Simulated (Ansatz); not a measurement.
Relaxation of BH5OSn (8 atoms, charge 0, multiplicity 1), to a largest force component of 0.02 eV/Å in at most 50 steps.

Method: RKS PBE0-D4/def2-SVPD (Ansatz).

```xyz
8
Properties=species:S:1:pos:R:3
B -0.553 0.788 -1.435
O -0.658 0.140 -0.291
Sn 0.424 -0.631 1.149
H -1.561 1.054 -1.981
H 0.485 1.095 -1.908
H -0.158 0.184 2.473
H 2.066 -0.406 0.890
H -0.043 -2.224 1.101
```

Where does it end, and by what steps?

The forces met the threshold. After 8 steps the energy has fallen by 0.172 eV; H7 moved furthest, 0.36 Å.

| step | energy less start (eV) | largest force component (eV/Å) | accepted |
| --- | --- | --- | --- |
| 0 | 0.0000 | 0.846 | yes |
| 1 | -0.1112 | 0.289 | yes |
| 2 | -0.1373 | 0.206 | yes |
| 3 | -0.1644 | 0.414 | yes |
| 4 | -0.1669 | 0.569 | yes |
| 5 | -0.1720 | 0.027 | yes |
| 6 | -0.1721 | 0.028 | yes |
| 7 | -0.1719 | 0.077 | no |
| 8 | -0.1722 | 0.012 | yes |

```xyz
8
Properties=species:S:1:pos:R:3
B -0.550 0.758 -1.386
O -0.899 0.123 -0.262
Sn 0.368 -0.620 1.129
H -1.432 1.141 -2.128
H 0.620 0.956 -1.667
H -0.082 0.170 2.571
H 1.942 -0.238 0.592
H 0.033 -2.292 1.151
```

Run time: 32 s on 2 threads of Arm Neoverse V1 (shared host), peak memory 0.26 GiB.
